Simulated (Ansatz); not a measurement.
C₈H₁₂, charge -1, doublet, at a GFN2-xTB geometry (a state made from the parent by changing its charge; the spin is typed, not shown lowest) (a gas-phase anion, which may not be bound at this level). Base run: PBE0/6-31G in Ansatz (a quantum-chemistry and plane-wave program).

Input for Ansatz:
Ansatz 0.2 input:
```yaml
crystal:
  periodic: [false, false, false]
  atoms:
    - {symbol: C, position_ang: [-0.69087412, -1.74553618, -0.18585767]}
    - {symbol: C, position_ang: [0.68862544, -1.74702532, -0.18012278]}
    - {symbol: C, position_ang: [1.52375294, -0.58781095, -0.54879789]}
    - {symbol: C, position_ang: [1.52040289, 0.58452485, 0.56145313]}
    - {symbol: C, position_ang: [0.69087412, 1.74553618, 0.18585767]}
    - {symbol: C, position_ang: [-0.68862544, 1.74702532, 0.18012278]}
    - {symbol: C, position_ang: [-1.52375294, 0.58781095, 0.54879789]}
    - {symbol: C, position_ang: [-1.52040289, -0.58452485, -0.56145313]}
    - {symbol: H, position_ang: [-1.20491430, -2.57513596, 0.29530008]}
    - {symbol: H, position_ang: [1.19685513, -2.57772862, 0.30528478]}
    - {symbol: H, position_ang: [1.17729101, -0.12804771, -1.47804495]}
    - {symbol: H, position_ang: [2.56346734, -0.90412835, -0.69801976]}
    - {symbol: H, position_ang: [2.55952115, 0.89859820, 0.71931718]}
    - {symbol: H, position_ang: [1.16523511, 0.12551900, 1.48778336]}
    - {symbol: H, position_ang: [1.20491430, 2.57513596, -0.29530008]}
    - {symbol: H, position_ang: [-1.19685513, 2.57772862, -0.30528478]}
    - {symbol: H, position_ang: [-1.17729101, 0.12804771, 1.47804495]}
    - {symbol: H, position_ang: [-2.56346734, 0.90412835, 0.69801976]}
    - {symbol: H, position_ang: [-1.16523511, -0.12551900, -1.48778336]}
    - {symbol: H, position_ang: [-2.55952115, -0.89859820, -0.71931718]}
basis:
  gaussian:
    orbitals: 6-31G
hamiltonian:
  xc: pbe0
total_charge: -1
magnetization: {spin_polarized: true, initial_magnetization: 1}
```

Each row names what was changed in the base input (with any setting that the change needs).

| change | ΔE vs base (kcal/mol) |
|---|---|
| base | 0.000 |
| fitting.mean_field = cc-pVTZ-JKFIT | -0.042 |
| accuracy = high | 0.002 |
| lower_state_search = off | 0.000 |
| lower_state_search = light | 0.000 |
| forces = on | 0.000 |
| nuclear_model = gaussian | 0.016 |
| final_grid = 10, 20, 41 | -0.002 |
| final_grid = 14, 28, 59 | -0.001 |
| fitting.mean_field = def2-universal-JKFIT | -0.038 |
| final_grid = 4, 8, 17 | 0.92 |

A gas-phase anion may not be bound at this level; its values then depend on the basis.
